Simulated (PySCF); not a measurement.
A run for PySCF: R-HF/STO-3G on CH4O (SMILES CO).

```python
from pyscf import gto, scf, dft, mp
from pyscf.data.elements import chemcore

mol = gto.M(
    atom='''
    C     0.38733270   -0.58090090    0.42494774
    O     0.26263912    0.75478116    0.90939438
    H    -0.26976574   -0.76405044   -0.43107691
    H     0.09220578   -1.23806904    1.24027692
    H     1.41819412   -0.81699190    0.14291592
    H     0.53956317    1.36427123    0.21838249
    ''',
    basis='sto-3g',
    charge=0, spin=0, verbose=3, max_memory=1800)
mf = scf.RHF(mol)
mf.conv_tol = 1e-8
mf.max_cycle = 100
mf.kernel()
if not mf.converged:
    mf = mf.newton().run(mf.mo_coeff, mf.mo_occ)
```

Program output:

```
converged SCF energy = -113.547034724675
```

Self-consistency was reached.

Cost: roughly 0.07 core-seconds.
